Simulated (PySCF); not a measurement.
# One molecule, several mistakes: CH6NSi2

All numbers below are calculated, not measured. The program is PySCF 2.14.0, an open-source quantum chemistry code, run on an isolated molecule that a program drew, which may never have been made. The molecule is CH6NSi2 (charge 0, doublet), drawn as the SMILES string `[CH2][SiH]=N[SiH3]`.

Each row is a Hartree-Fock (HF) and frozen-core CCSD(T) single point in the cc-pV(D+d)Z basis, meant for a local HF minimum. Run 1 is clean. Each other run has one planted mistake out of seven kinds, and not every kind appears here: one electron removed, one electron added, multiplicity raised by two, geometry at a saddle point, minimal basis STO-3G, one bond length entered in bohr, all coordinates scaled. The reference is restricted for singlets and unrestricted otherwise, and also for a bond in bohr. Adding or removing an electron swaps singlet and doublet. Electrons count all cores. HOMO and LUMO are orbital energies over both spins, the gradient is its largest component, and the lowest frequency (negative if imaginary) is given only where the gradient is small. Bond lengths are over the 9 bonds as drawn. T1 is the CCSD diagnostic: over 0.02 (restricted) or 0.045 (unrestricted) a single reference is doubtful.

Geometry of the clean run:
```xyz
10
CH6NSi2, angstrom
C     1.8791    1.0740   -0.7222
Si    0.3065    0.1538   -0.6815
N     0.0023   -1.1364    0.1393
Si    0.1019   -2.4802    1.1616
H     2.7428    0.7592   -0.1451
H     2.0135    1.9692   -1.3224
H    -0.6931    0.7940   -1.5510
H    -0.1600   -3.7334    0.4101
H    -0.8995   -2.3860    2.2534
H     1.4343   -2.6329    1.8078
```

| run | electrons | basis functions | <S^2> | HOMO (eV) | LUMO (eV) | gradient (hartree/bohr) | lowest frequency (cm^-1) | mean bond (Å) | longest bond (Å) | T1 | HF (hartree) | CCSD(T) (hartree) | mistake |
|---|---|---|---|---|---|---|---|---|---|---|---|---|---|
| 1 | 47 | 104 | 0.791 | -9.81 | 0.54 | 1.9e-06 | 35 | 1.4637 | 1.822 | 0.0192 | -673.65268 | -674.19390 | no fault |
| 2 | 47 | 104 | 3.785 | -4.79 | 0.15 | 1.2e-01 | - | 1.4637 | 1.822 | 0.0223 | -673.51988 | -674.02691 | multiplicity raised by two |
| 3 | 47 | 34 | 1.167 | -6.31 | 7.48 | 6.3e-02 | - | 1.4637 | 1.822 | 0.0424 | -665.75528 | -665.98334 | minimal basis STO-3G |
| 4 | 47 | 104 | 0.775 | -10.12 | 0.49 | 3.2e-02 | - | 1.4111 | 1.757 | 0.0183 | -673.63716 | -674.17100 | all coordinates scaled |
| 5 | 46 | 104 | 0.000 | -15.12 | -7.92 | 5.8e-02 | - | 1.4637 | 1.822 | 0.0537 | -673.30273 | -673.86263 | one electron removed |
| 6 | 47 | 104 | 1.610 | -9.57 | 0.58 | 1.8e-02 | - | 1.6092 | 2.781 | 0.0380 | -673.54371 | -674.07501 | ? |

**Which mistake was planted in run 6, and what did it cost?**

The mean bond changes by a factor of 1.099 and the longest by 1.526, so the molecule wasn't scaled as a whole. A length L in bohr read as angstrom grows by (1/0.5292 - 1) L = 0.890 L. The 9 bonds together grew by 9 x 0.1455 = 1.309 Å, which gives L = 1.472 Å. That is bond Si2-H7, 1.471 Å in the clean geometry. So the mistake is: one bond length entered in bohr. Subtracting run 1 and multiplying by 627.51 kcal/mol a hartree, the energy moved by 68.4 kcal/mol in HF and 74.6 kcal/mol in CCSD(T).

Cautions from the logs. Run 5: T1 is over the limit, so its CCSD(T) energy is less reliable.
